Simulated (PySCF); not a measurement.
C2H12Ge2Si.
SMILES: `[CH3][Ge@@H]([GeH3])[CH2][SiH3]`

Torsions of this conformer, `[CH3:1][Ge@@H:2]([GeH3:3])[CH2:4][SiH3:5]`: C1–Ge2–C4–Si5 -58°.

The closed-shell ground state was solved at several levels (PySCF, density fitting, gas phase). Geometry: PBE0-D3(BJ)/def2-SVP, one conformer, isolated molecule. Relativistic effects, spin–orbit coupling among them, are left out although an element past zinc is present.

| level | basis functions | HOMO (eV) | LUMO (eV) | gap (eV) | dipole (D) |
| --- | --- | --- | --- | --- | --- |
| PBE/pcSseg-1 | 200 | -6.75 | -0.41 | 6.34 | 1.01 |
| CAM-B3LYP/def2-SVPD | 236 | -8.97 | 0.84 | 9.81 | 0.99 |

Task: What might PBE0/pcSseg-1 (200 basis functions) give for the same quantities?

Result: HOMO -7.84 eV, LUMO 0.36 eV, gap 8.20 eV, dipole 0.99 D.

Task: Over all these levels, which gives the widest orbital gap and which the narrowest?

Result: CAM-B3LYP/def2-SVPD (range-separated hybrid) has the widest, 9.81 eV, and PBE/pcSseg-1 (GGA) the narrowest, 6.34 eV. Functional and basis both differ between the two, so the spread mixes both effects.

Task: How far do the dipole and the HOMO energy spread over the levels?

Result: The dipole runs from 0.99 to 1.01 D (mean 0.99 D) and the HOMO from -8.97 to -6.75 eV.
